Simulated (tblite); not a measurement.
Species: phenylhydrazine, C6H8N2.
Numbering: `[NH2:1][NH:2][c:3]1[cH:4][cH:5][cH:6][cH:7][cH:8]1` (hydrogens: H9, H10 on N1; H11 on N2; H12 on C4; H13 on C5; H14 on C6; H15 on C7; H16 on C8)

Computed with GFN2-xTB (tblite), gas phase: L-BFGS steps from a force-field or distance-geometry start until the largest atomic force falls under 0.01 eV/Å.

Geometry at step 12:
```
atom  x, y, z in Å
N1     -2.6123   -0.8620   -0.4493
N2     -1.8333    0.3017   -0.1004
C3     -0.4503    0.1955   -0.0947
C4      0.2219   -1.0252   -0.1516
C5      1.5935   -1.0629    0.0351
C6      2.3067    0.1005    0.2691
C7      1.6416    1.3173    0.3028
C8      0.2781    1.3691    0.1154
H9     -3.5868   -0.5686   -0.3865
H10    -2.4655   -1.5409    0.3014
H11    -2.1933    1.1270   -0.5665
H12    -0.3212   -1.9378   -0.3514
H13     2.1077   -2.0146    0.0028
H14     3.3753    0.0666    0.4190
H15     2.1824    2.2324    0.4935
H16    -0.2519    2.3109    0.1497
```

Problem. What forces act on the atoms?

Solution. 
| atom | Fx (eV/Å) | Fy (eV/Å) | Fz (eV/Å) |
| --- | --- | --- | --- |
| N1 | -0.094 | -0.020 | -0.009 |
| N2 | 0.035 | 0.012 | 0.016 |
| C3 | -0.190 | 0.003 | 0.009 |
| C4 | 0.048 | -0.008 | 0.062 |
| C5 | -0.035 | 0.029 | -0.009 |
| C6 | 0.031 | -0.015 | -0.006 |
| C7 | -0.028 | -0.002 | 0.005 |
| C8 | 0.020 | -0.007 | 0.023 |
| H9 | 0.030 | -0.077 | -0.014 |
| H10 | 0.014 | 0.043 | -0.072 |
| H11 | 0.083 | -0.073 | 0.027 |
| H12 | 0.009 | 0.077 | 0.027 |
| H13 | -0.027 | 0.055 | -0.025 |
| H14 | -0.002 | -0.023 | 0.007 |
| H15 | 0.060 | -0.004 | -0.042 |
| H16 | 0.045 | 0.010 | 0.001 |

The largest, 0.19 eV/Å, acts on C3; the rms over all components is 0.047 eV/Å. The forces sum to zero within rounding, as they must for an isolated molecule in no field.

Problem. Give the force on C3 in Eh/bohr and in nN.

Solution. 0.190 eV/Å ÷ 51.422 = 0.00370 Eh/bohr, and 0.190 eV/Å × 1.602 = 0.30 nN.

Problem. How far is this geometry from the end of the optimisation?

Solution. 0.172 eV above it, and 0.557 Å rms away after alignment. The bonds farthest from their final lengths, with half the difference of the two atoms' forces along the bond (positive lengthens):

```json
{"bond": "N1–N2", "now (Å)": "1.443", "final (Å)": "1.406", "force along bond (eV/Å)": "+0.05"}
{"bond": "N2–C3", "now (Å)": "1.387", "final (Å)": "1.382", "force along bond (eV/Å)": "-0.11"}
{"bond": "C4–C5", "now (Å)": "1.385", "final (Å)": "1.382", "force along bond (eV/Å)": "-0.05"}
{"bond": "N2–H11", "now (Å)": "1.014", "final (Å)": "1.012", "force along bond (eV/Å)": "-0.05"}
{"bond": "N1–H9", "now (Å)": "1.020", "final (Å)": "1.018", "force along bond (eV/Å)": "-0.07"}
{"bond": "C5–H13", "now (Å)": "1.082", "final (Å)": "1.081", "force along bond (eV/Å)": "-0.01"}
```

The angle farthest from its final value is N2–N1–H10, 106.3° against 111.6°.

Hardware: one thread, x86-64 server, shared host.
